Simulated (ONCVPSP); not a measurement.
**neon ONCV: all-electron and pseudo phase curves**

* Element: neon
* Generator: ONCVPSP 4.0.1
* Type: optimised norm-conserving Vanderbilt (ONCV)
* Functional: PBE
* Relativity: non-relativistic
* Frozen core: [He]
* Valence charge: 8
* Reference configuration: 2s2 2p4.5 (charge +1.5)
* Partial waves: 2s: rc 0.60 bohr, ncon 4, nbas 7, qcut 12.2 1/bohr, 1 projector; 2p: rc 1.25 bohr, ncon 5, nbas 9, qcut 9.9 1/bohr, 3 projectors, debl 1.5 Ha; d scattering state at 0.32 Ha: rc 0.95 bohr, ncon 4, nbas 7, qcut 10.5 1/bohr, 3 projectors, debl 2.7 Ha
* Local potential: polynomial inside 0.55 bohr (lpopt 5, dvloc0 0 Ha)
* Core correction: Teter function fitted to the true core (icmod 2), fcfact 0.5

In the p channel the program set the typed energies aside and used -1.585, 0.250, 1.750 Ha.

The phase is arctan(r·R′/R) of the radial function R(r), unwrapped; energies in Ha, scanned from -4 to 5 Ha. A pole is an energy at which the radial function vanishes at the test radius. The pseudo phase is shifted by a multiple of π to meet the all-electron one at the reference energy, and phase errors are pseudo minus all-electron; the curves can meet again beyond the range given. Levels narrower than the energy grid can be missing from the lists of poles.

```tsv
channel	radius (bohr)	reference energy (Ha)	poles, all-electron	poles, pseudo	unbroken range about the reference energy with phases within 0.05 rad	phase error 1 Ha above the reference energy (rad)
s	0.61	-2.44	none	none	the whole range	-0.001
p	1.27	-1.59	-0.76	-0.76	the whole range	+0.000
d	0.96	0.32	none	none	the whole range	+0.000
```

Phases in the d channel:

```csv
E (Ha),all-electron,pseudo
-3.98,1.112,1.112
-3.74,1.098,1.098
-3.50,1.084,1.084
-3.26,1.068,1.068
-3.02,1.051,1.051
-2.78,1.032,1.032
-2.54,1.012,1.012
-2.30,0.990,0.990
-2.06,0.966,0.966
-1.82,0.940,0.940
-1.58,0.910,0.910
-1.34,0.878,0.878
-1.10,0.842,0.842
-0.86,0.802,0.802
-0.62,0.758,0.758
-0.38,0.708,0.708
-0.14,0.652,0.652
0.10,0.589,0.589
0.34,0.518,0.518
0.58,0.439,0.439
0.82,0.350,0.350
1.06,0.253,0.253
1.30,0.146,0.146
1.54,0.033,0.033
1.78,-0.085,-0.085
2.02,-0.205,-0.205
2.26,-0.323,-0.323
2.50,-0.437,-0.437
2.74,-0.544,-0.544
2.98,-0.643,-0.643
3.22,-0.733,-0.733
3.46,-0.813,-0.813
3.70,-0.885,-0.885
3.94,-0.949,-0.949
4.18,-1.006,-1.006
4.42,-1.057,-1.057
4.66,-1.103,-1.103
4.90,-1.144,-1.144
```
